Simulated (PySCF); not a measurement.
**Cl³⁺ (chlorine, charge +3): UHF calculation**

Configuration: [Ne] 3s2 3p2, high-spin 3P determinant. Computed with PySCF 2.14 in def2-SVP (4s3p1d, 18 functions), with the non-relativistic Hamiltonian (point nucleus).

```json
{
  "Total energy": "-456.620249 hartree",
  "One-electron energy": "-608.6250 hartree",
  "Hartree (Coulomb) energy": "178.4338 hartree",
  "Exchange energy": "-26.4290 hartree",
  "Kinetic energy": "456.35753 hartree",
  "⟨S²⟩": "2.0076",
  "⟨L²⟩": "2.022",
  "Sum of ⟨r⟩": "9.417 bohr",
  "Sum of ⟨r²⟩": "11.92 bohr²",
  "Traceless quadrupole moment −½Σ⟨3z² − r²⟩ along its main axis": "1.12 e·bohr²",
  "Density at the nucleus (Gaussians lack the cusp)": "2920 bohr⁻³",
  "Spin density at the nucleus": "0.265 bohr⁻³",
  "Langevin diamagnetic susceptibility": "-9.44 ×10⁻⁶ cm³/mol",
  "Time after the integrals": "0.04 s of wall time on 1 thread of Neoverse-V2 (shared host)"
}
```

```csv
shell,electrons,mean orbital energy (hartree),spread (hartree),"rms radius, mean of both spins (bohr)"
1s α,1,-106.56804,0,0.106
1s β,1,-106.53715,0,0.106
2s α,1,-12.26745,0,0.480
2s β,1,-12.23760,0,0.480
2p α,3,-9.74671,0.02580,0.450
2p β,3,-9.69317,0.03415,0.450
3s α,1,-2.54206,0,1.52
3s β,1,-2.26413,0,1.52
3p α,2,-1.93971,0,1.68
```
